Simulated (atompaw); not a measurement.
Logarithmic derivatives: Ta (Z = 73), PAW (atompaw)

- Element: tantalum (Ta)
- Generator: atompaw 4.2.0.5
- Type: PAW
- Functional: LDA (PW92)
- Relativity: non-relativistic
- Frozen core: [Kr] 4d10 4f14
- Valence charge: 13
- Reference configuration: 5s2 5p6 5d3 6s2 6p0
- Partial waves: 5s (bound): rc 1.85 bohr; 6s (bound): rc 1.75 bohr; 5p (bound): rc 1.55 bohr; 6p (bound, empty): rc 2.55 bohr; 5d (bound): rc 2.65 bohr; 5d channel at 3.95 Ry: rc 2.65 bohr
- Local potential: troulliermartins scheme with l = 3 at 0 Ry, radius 2.15 bohr
- Core correction: smooth core density matched at 1.80 bohr
- Augmentation charge: sinc compensation charge, radius 2.05 bohr; PAW radius 2.65 bohr; waves and projectors: custom rrkj vanderbiltortho

The phase is arctan(r·u′/u) with u = r·R(r), unwrapped; energies in Ry, scanned from -6 to 5 Ry. A pole is an energy at which the radial function vanishes at the test radius. The pseudo phase is shifted by a multiple of π to meet the all-electron one at the reference energy, and phase errors are pseudo minus all-electron; the curves can meet again beyond the range given. Levels narrower than the energy grid can be missing from the lists of poles.

Task: For each channel, where are the poles, and over which energies does the pseudopotential scatter like the atom?

Result:

```
channel  radius (bohr)  reference energy (Ry)  poles, all-electron      poles, pseudo  unbroken range about the reference energy with phases within 0.05 rad  phase error 1 Ry above the reference energy (rad)
      s           2.67                  -0.35          -4.40, 2.84  -4.40, 0.40, 3.41                                                              below 0.1                                             -2.941
      p           2.67                  -0.12          -2.63, 4.05        -2.63, 2.68                                                              below 0.7                                             -0.088
      d           2.67                  -0.36                 0.26               0.25                                                        the whole range                                             -0.006
```

Phases in the s channel:

| E (Ry) | all-electron | pseudo |
| --- | --- | --- |
| -6.00 | 1.394 | 1.394 |
| -5.76 | 1.388 | 1.387 |
| -5.52 | 1.380 | 1.379 |
| -5.28 | 1.370 | 1.369 |
| -5.04 | 1.354 | 1.354 |
| -4.80 | 1.322 | 1.321 |
| -4.56 | 1.105 | 1.103 |
| -4.32 | -1.662 | -1.663 |
| -4.08 | -1.732 | -1.733 |
| -3.84 | -1.757 | -1.758 |
| -3.60 | -1.774 | -1.775 |
| -3.36 | -1.788 | -1.790 |
| -3.12 | -1.803 | -1.804 |
| -2.88 | -1.818 | -1.819 |
| -2.64 | -1.835 | -1.837 |
| -2.40 | -1.854 | -1.856 |
| -2.16 | -1.877 | -1.879 |
| -1.92 | -1.904 | -1.907 |
| -1.68 | -1.938 | -1.941 |
| -1.44 | -1.982 | -1.986 |
| -1.20 | -2.041 | -2.045 |
| -0.96 | -2.124 | -2.127 |
| -0.72 | -2.249 | -2.251 |
| -0.48 | -2.447 | -2.448 |
| -0.24 | -2.778 | -2.780 |
| 0.00 | -3.266 | -3.292 |
| 0.24 | -3.750 | -3.888 |
| 0.48 | -4.077 | -6.363 |
| 0.72 | -4.274 | -7.263 |
| 0.96 | -4.397 | -7.452 |
| 1.20 | -4.480 | -7.559 |
| 1.44 | -4.540 | -7.630 |
| 1.68 | -4.585 | -7.682 |
| 1.92 | -4.621 | -7.721 |
| 2.16 | -4.650 | -7.753 |
| 2.40 | -4.675 | -7.779 |
| 2.64 | -4.696 | -7.800 |
| 2.88 | -4.716 | -7.819 |
| 3.12 | -4.734 | -7.836 |
| 3.36 | -4.750 | -7.851 |
| 3.60 | -4.767 | -7.865 |
| 3.84 | -4.783 | -7.878 |
| 4.08 | -4.799 | -7.890 |
| 4.32 | -4.816 | -7.902 |
| 4.56 | -4.835 | -7.914 |
| 4.80 | -4.855 | -7.926 |
